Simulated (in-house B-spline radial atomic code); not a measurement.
**Co: [Ne] 3s2 3p5 3d7 4s2 4p1 (an excited or competing configuration)**

Method: non-relativistic TPSSh, spin-polarised, spherical fractional occupations, exact exchange averaged over the configuration, point nucleus. Calculated with an all-electron radial atomic-structure program (B-spline basis).

Z_r = [3n² - l(l+1)]/(2<r>); Z_e = n√(-2ε); the last column is Slater's effective charge. Values are occupation-weighted means over spin.

```csv
shell,electrons,ε (eV),<r> (bohr),Z_r,Z_e,Slater
1s,2,-7561,0.05687,26.38,23.57,26.70
2s,2,-902.72,0.2582,23.24,16.29,22.85
2p,6,-783.67,0.226,22.12,15.18,22.85
3s,2,-111.59,0.7765,17.39,8.59,16.10
3p,5,-76.249,0.8091,15.45,7.10,16.10
3d,7,-17.862,0.9596,10.94,3.44,7.90
4s,2,-7.9056,2.679,8.96,3.05,4.40
4p,1,-3.3287,3.464,6.64,1.98,4.40
```

The least bound orbital is 4p up at -3.329 eV, and it is also the most diffuse (<r> = 3.464 bohr). The part-filled 3p shell lies below the filled 4s shell in orbital energy.
